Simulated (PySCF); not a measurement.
CH5AlF2O2Si, SMILES [CH2]([SiH](F)F)[Al]([OH])[OH].

Geometry optimised at B3LYP-D3(BJ)/def2-SVP. The structure was generated by enumeration; whether it is a known compound was not checked. One conformer was computed; it need not be the lowest.

Level of theory: TDDFT-PBE/def2-SVPD (PySCF).

Vertical excitations. Isolated molecule, no solvent.

**Question.** Give excitation energies, oscillator strengths and character. (An estimate is asked for; the answer gives what the named calculation found.)

**Answer.** 
```
state  energy (eV)  λ (nm)      f                                                                  main pairs
-----  -----------  ------  -----  --------------------------------------------------------------------------
S1            6.10     203  0.009                                                              HOMO→LUMO 96 %
S2            6.24     199  0.002                                                            HOMO→LUMO+1 95 %
S3            6.30     197  0.060                                          HOMO−1→LUMO 74 %, HOMO−2→LUMO 14 %
S4            6.33     196  0.033                                          HOMO−2→LUMO 74 %, HOMO−1→LUMO 12 %
S5            6.51     191  0.001                                        HOMO−1→LUMO+1 46 %, HOMO−3→LUMO 45 %
S6            6.54     190  0.030                                                          HOMO−2→LUMO+1 82 %
S7            6.66     186  0.063  HOMO−3→LUMO 34 %, HOMO→LUMO+2 21 %, HOMO−1→LUMO+1 18 %, HOMO−1→LUMO+2 12 %
S8            6.70     185  0.031                                                            HOMO→LUMO+2 68 %
S9            6.80     182  0.023                                                          HOMO−3→LUMO+1 83 %
S10           6.90     180  0.017                                      HOMO−2→LUMO+2 78 %, HOMO−1→LUMO+2 18 %
T1            5.88     211      0                                            HOMO→LUMO 76 %, HOMO−1→LUMO 16 %
T2            5.92     210      0                        HOMO−1→LUMO 60 %, HOMO→LUMO 21 %, HOMO−1→LUMO+1 11 %
T3            6.15     202      0    HOMO−2→LUMO 41 %, HOMO→LUMO+1 29 %, HOMO−1→LUMO+1 16 %, HOMO−1→LUMO 11 %
T4            6.16     201      0                                          HOMO−2→LUMO 49 %, HOMO→LUMO+1 44 %
```
Triplets are in the Tamm–Dancoff approximation, which puts them higher than full response would, so one can lie above its singlet here.
